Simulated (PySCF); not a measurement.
Basis and Hamiltonian dependence of the excitation energy of Zr

Zr [Kr] 4d2 5s2 (3F) → Zr [Kr] 4d2 5s1 6s1 (5F). Calculated with PySCF 2.14 from differences of total energies of unrestricted determinants, without spin-orbit coupling. Values in eV.

```json
{"basis": "def2-TZVPPD with the def2 core potential (28 electrons)", "Hamiltonian": "ECP", "functions": "56", "UHF": "4.209", "r2SCAN": "4.652", "PBE0": "4.750", "MP2 (valence)": "4.934", "CCSD(T) (valence)": "5.120"}
{"basis": "def2-QZVPPD with the def2 core potential (28 electrons)", "Hamiltonian": "ECP", "functions": "81", "UHF": "3.783", "r2SCAN": "4.311", "PBE0": "4.406", "MP2 (valence)": "4.570", "CCSD(T) (valence)": "4.769"}
{"basis": "aug-cc-pVTZ-PP with ECP28MDF", "Hamiltonian": "ECP", "functions": "88", "UHF": "3.084", "r2SCAN": "3.838", "PBE0": "3.919", "MP2 (valence)": "3.934", "CCSD(T) (valence)": "4.180"}
{"basis": "aug-cc-pVTZ-PP with one added diffuse shell each of s, p, d, f, g type with ECP28MDF", "Hamiltonian": "ECP", "functions": "113", "UHF": "3.081", "r2SCAN": "3.836", "PBE0": "3.917", "MP2 (valence)": "3.934", "CCSD(T) (valence)": "n/a"}
{"basis": "dyall-av2z", "Hamiltonian": "non-relativistic", "functions": "136", "UHF": "2.989", "r2SCAN": "3.700", "PBE0": "3.792", "MP2 (valence)": "3.749", "CCSD(T) (valence)": "n/a"}
```

Frozen in the all-electron rows: valence: [Kr]; with a core potential, the same shells as far as they lie outside it.

At UHF, def2-TZVPPD with the def2 core potential (28 electrons), def2-QZVPPD with the def2 core potential (28 electrons), aug-cc-pVTZ-PP with ECP28MDF, aug-cc-pVTZ-PP with one added diffuse shell each of s, p, d, f, g type with ECP28MDF lie more than 0.3 eV from the median of the rows with comparable relativity. Of these, def2-TZVPPD with the def2 core potential (28 electrons), def2-QZVPPD with the def2 core potential (28 electrons) have no diffuse functions of the l that the added or promoted electron needs.

Non-relativistic rows lack the scalar-relativistic shift.
